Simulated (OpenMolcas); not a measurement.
Consider [Cu2(μ-OH)2(H2O)4]2+, a planar model complex in vacuum (2 bridging OH, bridge angle 84°, metal-metal distance 2.61 Å, Cu–OH 1.95 Å; typed geometry, not optimised).

```xyz
18

Cu    -1.3068     0.0000     0.0000
Cu     1.3068     0.0000     0.0000
O      0.0000     1.4514     0.0000
H      0.0000     2.4114     0.0000
O      0.0000    -1.4514     0.0000
H      0.0000    -2.4114     0.0000
O     -2.6927     1.3859     0.0000
H     -3.1055     1.7987     0.7747
H     -3.1055     1.7987    -0.7747
O     -2.6927    -1.3859     0.0000
H     -3.1055    -1.7987     0.7747
H     -3.1055    -1.7987    -0.7747
O      2.6927     1.3859     0.0000
H      3.1055     1.7987     0.7747
H      3.1055     1.7987    -0.7747
O      2.6927    -1.3859     0.0000
H      3.1055    -1.7987     0.7747
H      3.1055    -1.7987    -0.7747
```

**Question.** Give the energies of the total-spin states at CASSCF(2,2) on the singly occupied d orbitals (ANO-RCC-VDZP on Cu, O and ANO-RCC-VDZ on H, scalar-relativistic DKH2, RICD, no spin-orbit coupling, OpenMolcas), and the exchange constant.

**Answer.** Local spins 1/2 and 1/2.

```tsv
total S	E (cm⁻¹)	natural occupations, lowest and highest
1	0.0	1.000, 1.000
0	15.9	0.988, 1.012
```

J = 8.0 cm⁻¹ (ferromagnetic).

J is defined by H = −2J S1·S2, so negative values are antiferromagnetic. Wave-function values come from the highest and lowest total spin; broken-symmetry values use Yamaguchi's formula with the computed ⟨S²⟩. The active space holds the singly occupied metal orbitals alone, without bridging-ligand orbitals. No row is a measured value.
